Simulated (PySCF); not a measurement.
SeF3, SMILES F[Se](F)F, multiplicity 2.

Coordinates come from a B3LYP-D3(BJ)/def2-SVP optimisation. The spin state was assumed, not searched. The isomer is the one that the SMILES or the coordinates give; other isomers of the formula were not compared.

Level of theory: B3LYP-D3(BJ)/def2-SVP (PySCF).

Frequencies are harmonic and unscaled.

Task: List the normal modes with their intensities. (Estimate from the structure and the level; the computed values follow.)

Result: 
```tsv
mode	ν (cm⁻¹)	IR (km/mol)	moving atoms (share of kinetic energy)
1	50	8.9	F 71 %, Se 29 %
2	241	14.1	F 78 %, Se 22 %
3	349	5.0	F 94 %
4	574	2.7	F 99 %
5	626	238.7	F 67 %, Se 33 %
6	706	54.4	F 81 %, Se 19 %
```
